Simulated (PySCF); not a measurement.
BiHCl2, SMILES [Cl][BiH][Cl]. The structure is a stationary point at PBE0-D3(BJ)/def2-TZVP. The def2 effective core potentials stand for the cores of Bi; spin–orbit coupling is left out.

Level of theory: PBE0-D3(BJ)/def2-TZVP in PySCF 2.14.0.

Harmonic wavenumbers (cm⁻¹): 105, 326, 342, 559, 577, 1813. Rotational constants (GHz): 3.735, 2.044, 1.344; symmetry number 1.

Work out the zero-point energy and the ideal-gas rigid-rotor harmonic-oscillator thermochemistry at 298.15 K and 1 atm.

ZPE = ½ Σ hcν = ½ × 3722 cm⁻¹ = 22.26 kJ/mol. H − E(el) = 37.01 kJ/mol. Entropy in J/(mol K): translation 179.06, rotation 116.48, vibration 28.72, total 324.26. G − E(el) = -59.67 kJ/mol. Cp = 64.16 J/(mol K). Modes under 150 cm⁻¹ make the vibrational entropy uncertain.
